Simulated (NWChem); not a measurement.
System: CH4O2SW; SMILES [CH3][W](=[O])([OH])=[S]

NWChem input:

```
start job
memory heap 200 mb stack 900 mb global 1100 mb
geometry units angstroms noautosym nocenter noautoz
  W     -0.021930    -0.122914    -0.089923
  O      0.390367    -0.654000     1.468652
  S     -0.084621     2.017042    -0.130248
  O     -1.547159    -0.932203    -0.825764
  H     -2.173720    -1.568158    -0.463305
  C      1.649222    -0.630355    -1.255305
  H      1.767744    -1.727866    -1.239810
  H      2.567990    -0.172257    -0.858093
  H      1.503290    -0.289619    -2.293251
end
basis spherical
  * library def2-svpd
end
ecp
  W library def2-ecp
end
dft
  xc pbe0
  iterations 150
end
task dft gradient
```

Parts of the log:

```
             Northwest Computational Chemistry Package (NWChem) 7.3.0
             --------------------------------------------------------

                             Geometry "geometry" -> ""
                             -------------------------

 Output coordinates in angstroms (scale by  1.889725989 to convert to a.u.)

  No.       Tag          Charge          X              Y              Z
 ---- ---------------- ---------- -------------- -------------- --------------
    1 W                   74.0000    -0.02193000    -0.12291400    -0.08992300
    2 O                    8.0000     0.39036700    -0.65400000     1.46865200
    3 S                   16.0000    -0.08462100     2.01704200    -0.13024800
    4 O                    8.0000    -1.54715900    -0.93220300    -0.82576400
    5 H                    1.0000    -2.17372000    -1.56815800    -0.46330500
    6 C                    6.0000     1.64922200    -0.63035500    -1.25530500
    7 H                    1.0000     1.76774400    -1.72786600    -1.23981000
    8 H                    1.0000     2.56799000    -0.17225700    -0.85809300
    9 H                    1.0000     1.50329000    -0.28961900    -2.29325100

 Effective nuclear repulsion energy (a.u.)     931.3164963300

                                 NWChem DFT Module
                                 -----------------

 Summary of "ao basis" -> "ao basis" (spherical)
 ------------------------------------------------------------------------------
       Tag                 Description            Shells   Functions and Types
 ---------------- ------------------------------  ------  ---------------------
 W                         def2-svpd                13       35   6s4p2d1f
 O                         def2-svpd                 9       23   4s3p2d
 S                         def2-svpd                11       27   5s4p2d
 H                         def2-svpd                 4        8   2s2p
 C                         def2-svpd                 8       20   4s2p2d

            General Information
            -------------------
          SCF calculation type: DFT
          Wavefunction type:  closed shell.
          No. of atoms     :     9
          No. of electrons :    56
           Alpha electrons :    28
            Beta electrons :    28
          Charge           :     0
          Spin multiplicity:     1
          Use of symmetry is: off; symmetry adaption is: off
          Maximum number of iterations: 150
          AO basis - number of functions:   160
                     number of shells:    66
          Convergence on energy requested:  1.00D-06
          Convergence on density requested:  1.00D-05
          Convergence on gradient requested:  5.00D-04

              XC Information
              --------------
                         PBE0 Method XC Functional
                     Hartree-Fock (Exact) Exchange  0.250
          PerdewBurkeErnzerhof Exchange Functional  0.750
            Perdew 1991 LDA Correlation Functional  1.000 local
           PerdewBurkeErnz. Correlation Functional  1.000 non-local

             Grid Information
             ----------------
          Grid used for XC integration:  medium
          Radial quadrature: Mura-Knowles
          Angular quadrature: Lebedev.
          Tag              B.-S. Rad. Rad. Pts. Rad. Cut. Ang. Pts.
          ---              ---------- --------- --------- ---------
          W                   1.35      123          11.0       590
          O                   0.60       49          13.0       434
          S                   1.00       88          12.0       590
          H                   0.35       45          13.0       434
          C                   0.70       49          13.0       434
          Grid pruning is: on
          Number of quadrature shells:   538
          Spatial weights used:  Erf1

      Superposition of Atomic Density Guess
      -------------------------------------

 Sum of atomic energies:        -659.53904943

      Non-variational initial energy
      ------------------------------

 Total energy =    -653.475954
 1-e energy   =   -1457.699127
 2-e energy   =     533.479701
 HOMO         =      -0.350415
 LUMO         =      -0.039003

   convergence    iter        energy       DeltaE   RMS-Dens  Diis-err
 ---------------- ----- ----------------- --------- --------- ---------
 d= 0,ls=0.0,diis     1   -655.3498699369 -9.26D+02  3.46D-02  3.43D+00
 d= 0,ls=0.0,diis     2   -649.8341708326  5.52D+00  2.75D-02  5.06D+01
 d= 0,ls=0.0,diis     3   -655.6771938812 -5.84D+00  5.45D-03  9.74D-01
 d= 0,ls=0.0,diis     4   -655.7326231107 -5.54D-02  2.41D-03  4.64D-01
 d= 0,ls=0.0,diis     5   -655.7731740230 -4.06D-02  1.25D-03  4.02D-02
  Resetting Diis
 d= 0,ls=0.0,diis     6   -655.7782402418 -5.07D-03  4.01D-04  6.59D-03
 d= 0,ls=0.0,diis     7   -655.7789585752 -7.18D-04  3.58D-04  7.34D-04
 d= 0,ls=0.0,diis     8   -655.7786386890  3.20D-04  2.76D-04  3.32D-03
 d= 0,ls=0.0,diis     9   -655.7790191792 -3.80D-04  6.48D-05  2.46D-04
 d= 0,ls=0.0,diis    10   -655.7790478754 -2.87D-05  9.21D-06  3.98D-06
 d= 0,ls=0.0,diis    11   -655.7790481893 -3.14D-07  4.74D-06  6.30D-07

         Total DFT energy =     -655.779048189309
      One electron energy =    -1462.306599493090
           Coulomb energy =      592.677316837371
    Exchange-Corr. energy =      -56.893237593895
 Nuclear repulsion energy =      270.743472060305

 Numeric. integr. density =       56.000000909118

                       DFT Final Molecular Orbital Analysis
                       ------------------------------------

 Vector   26  Occ=2.000000D+00  E=-3.334996D-01
              MO Center= -3.6D-02,  1.0D+00, -1.4D-01, r^2= 3.7D+00
   Bfn.  Coefficient  Atom+Function         Bfn.  Coefficient  Atom+Function
  ----- ------------  ---------------      ----- ------------  ---------------
    71      0.430421  3 S  py                23      0.337684  1 W  d  2
    68      0.332416  3 S  py                65      0.192567  3 S  py
     8      0.181089  1 W  py                41     -0.173050  2 O  py
    91     -0.152811  4 O  py                 6      0.143660  1 W  s
    61      0.141873  3 S  s                 90      0.141944  4 O  px

 Vector   27  Occ=2.000000D+00  E=-2.969728D-01
              MO Center=  5.4D-03,  1.3D+00, -1.8D-01, r^2= 3.0D+00
   Bfn.  Coefficient  Atom+Function         Bfn.  Coefficient  Atom+Function
  ----- ------------  ---------------      ----- ------------  ---------------
    70      0.448244  3 S  px                67      0.345706  3 S  px
    19      0.246083  1 W  d -2              64      0.197141  3 S  px
    72     -0.170267  3 S  pz                 6     -0.168604  1 W  s
     7     -0.139709  1 W  px                69     -0.133048  3 S  pz
   138      0.129927  7 H  s                 63      0.121004  3 S  s

 Vector   28  Occ=2.000000D+00  E=-2.773331D-01
              MO Center= -4.2D-02,  1.4D+00,  5.3D-02, r^2= 2.8D+00
   Bfn.  Coefficient  Atom+Function         Bfn.  Coefficient  Atom+Function
  ----- ------------  ---------------      ----- ------------  ---------------
    72      0.488570  3 S  pz                69      0.366864  3 S  pz
    70      0.209653  3 S  px                66      0.208119  3 S  pz
    41     -0.181043  2 O  py                42     -0.181269  2 O  pz
    67      0.156253  3 S  px                44     -0.132399  2 O  py
    20      0.131397  1 W  d -1              45     -0.130589  2 O  pz

 Vector   29  Occ=0.000000D+00  E=-9.500958D-02
              MO Center=  2.3D-02,  2.4D-01, -2.1D-01, r^2= 3.3D+00
   Bfn.  Coefficient  Atom+Function         Bfn.  Coefficient  Atom+Function
  ----- ------------  ---------------      ----- ------------  ---------------
    20      0.531888  1 W  d -1              19     -0.379802  1 W  d -2
    23     -0.315940  1 W  d  2              72     -0.244905  3 S  pz
    70      0.217887  3 S  px               146      0.215510  8 H  s
    21      0.199421  1 W  d  0               6      0.188488  1 W  s
   138     -0.186591  7 H  s                 22     -0.162640  1 W  d  1

 Vector   30  Occ=0.000000D+00  E=-7.606921D-02
              MO Center= -2.7D-04,  1.3D-01, -6.3D-02, r^2= 3.1D+00
   Bfn.  Coefficient  Atom+Function         Bfn.  Coefficient  Atom+Function
  ----- ------------  ---------------      ----- ------------  ---------------
    19      0.537527  1 W  d -2              21      0.376243  1 W  d  0
    23     -0.335849  1 W  d  2              70     -0.282441  3 S  px
    22      0.240538  1 W  d  1              40      0.224990  2 O  px
    43      0.194524  2 O  px                67     -0.167110  3 S  px
    20      0.164961  1 W  d -1             120     -0.145704  6 C  s

[...]

                         DFT ENERGY GRADIENTS

    atom               coordinates                        gradient
                 x          y          z           x          y          z
   1 W      -0.041442  -0.232274  -0.169930   -0.002118  -0.000871   0.000885
   2 O       0.737687  -1.235881   2.775350   -0.000277   0.000954  -0.002537
   3 S      -0.159911   3.811657  -0.246133    0.000203  -0.001561   0.000117
   4 O      -2.923707  -1.761608  -1.560468    0.004173   0.002692   0.000350
   5 H      -4.107735  -2.963389  -0.875519   -0.001824  -0.001513   0.000789
   6 C       3.116578  -1.191198  -2.372182   -0.000849   0.000503   0.000845
   7 H       3.340552  -3.265193  -2.342901   -0.000013  -0.000544   0.000042
   8 H       4.852797  -0.325519  -1.621561    0.000725   0.000237   0.000185
   9 H       2.840806  -0.547301  -4.333616   -0.000019   0.000102  -0.000675
```

Level: PBE0/def2-SVPD with def2 effective core potentials on W. Structure relaxed at the PBE0/def2-SVP level. Not confirmed as a minimum by frequencies. def2 effective core potentials on W; no spin-orbit coupling.
